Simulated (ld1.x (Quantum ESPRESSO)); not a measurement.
What one change does to a pseudopotential (Rb (Z = 37), TM)

Rb (Z = 37), norm-conserving Troullier–Martins (Kleinman–Bylander form), made with ld1.x (Quantum ESPRESSO) 7.5 (PBE, scalar-relativistic). Core [Ar] 3d10, reference 4s2 4p6 4d1 5s0 5p0. Waves: 4s (bound): rc 1.80 bohr; 4p (bound): rc 1.65 bohr; 4d (bound): rc 4.20 bohr. Local part: all-electron potential smoothed inside 2.05 bohr (lloc = -1). Core correction: Bessel-smoothed model core inside 0.95 bohr.

All-electron outer shells of the reference configuration (PBE, scalar-relativistic, ld1.x):

```csv
shell,level (eV),outermost node (bohr),outermost maximum (bohr)
3p,-226.15,0.19,0.44
3d,-105.23,–,0.39
4s,-33.11,0.62,1.25
4p,-17.18,0.64,1.42
5s,-2.86,1.78,4.11
5p,-1.33,2.19,6.53
4d,-0.63,0.70,6.95
```

Change: all radii but the core radius scaled by about 0.75 (s 1.34, p 1.24, d 3.14 bohr); local potential all-electron potential smoothed inside 1.54 bohr (lloc = -1).

Cutoffs: the cutoffs (Ry, on a coarse ladder) from which the occupation-weighted sum of valence levels, in a spherical-Bessel basis at the reference potential, stays within 10 and 1 mRy of its value at 400 Ry; they do not see the model core or the augmentation charge, which bear on the density cutoff. Errors are all-electron minus pseudo energies relative to the spin-unpolarised reference configuration.

Predict the effect on cutoff, ghosts and configuration errors.

The potential gets harder (40 Ry and 70 Ry → 70 Ry and 140 Ry); the bound ghost in d disappears; of the 7 tests that both files solve, the error grows in 6 and shrinks in 1 by more than 15 % and 0.3 meV (median size 2.2 → 18.8 meV). A smaller radius makes the pseudo-wave follow the all-electron one further in, where it bends more sharply, so more plane waves are needed.

```csv
quantity,base,changed
"cutoff, loose",40 Ry,70 Ry
"cutoff, tight",70 Ry,140 Ry
loose cutoff by channel (10 mRy a level),"s 21 Ry, p 25 Ry, d 6 Ry","s 45 Ry, p 25 Ry, d 6 Ry"
bound ghosts,d,none
"error for 4s2 4p6 4d0 5s1 5p0, meV [ΔE -2.24 eV]",-3.4,+27
"error for 4s2 4p6 4d0 5s0 5p0, meV [ΔE 1.91 eV]",+2.2,+0.4
"error for 4s2 4p6 4d0 5s0.5 5p0, meV [ΔE -0.66 eV]",-1.4,+19
"error for 4s2 4p6 4d0 5s0 5p1, meV [ΔE -0.72 eV]",+0.5,+3.3
"error for 4s2 4p5 4d0 5s1 5p0, meV [ΔE 18.90 eV]",+13,+93
"error for 4s1 4p6 4d0 5s1 5p0, meV [ΔE 35.49 eV]",-15,+110
"error for 4s2 4p6 4d0.5 5s0.5 5p0, meV [ΔE -1.12 eV]",-1.6,+15
```

 A true bound ghost makes a file unfit for plane-wave use even where its test errors are small: the radial tests pick states by their node count and pass the ghost by.
